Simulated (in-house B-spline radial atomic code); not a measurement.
Configurations of C, with energies counted from [He] 2s2 2p2. Computed with an all-electron radial atomic-structure program (B-spline basis): non-relativistic SCAN, spin-polarised, spherical fractional occupations, point nucleus. Shells without spins written out take the highest spin.

Occupations are held fixed; configurations that lie above the ionisation limit could autoionise.

```json
{"configuration": "[He] 2s2 2p(0 up, 1 down) 3s(1 up, 0 down)", "E - E(ref) (eV)": "8.2208", "highest orbital": "3s up", "its <r> (bohr)": "5.728"}
{"configuration": "[He] 2s(1 up, 0 down) 2p(0 up, 2 down) 3p(1 up, 0 down)", "E - E(ref) (eV)": "18.715", "highest orbital": "3p up", "its <r> (bohr)": "7.312"}
{"configuration": "[He] 2s(1 up, 0 down) 2p(0 up, 2 down) 3d(1 up, 0 down)", "E - E(ref) (eV)": "19.729", "highest orbital": "3d up", "its <r> (bohr)": "10.53"}
```

Q: Order these further configurations by energy, lowest first.
A. [He] 2s2 2p1 3p1
B. [He] 2s2 2p1 3d1
C. [He] 2s2 2p(1 up, 0 down) 3d(0 up, 1 down)

A: A (9.2797 eV), B (10.344 eV), C (10.37 eV).
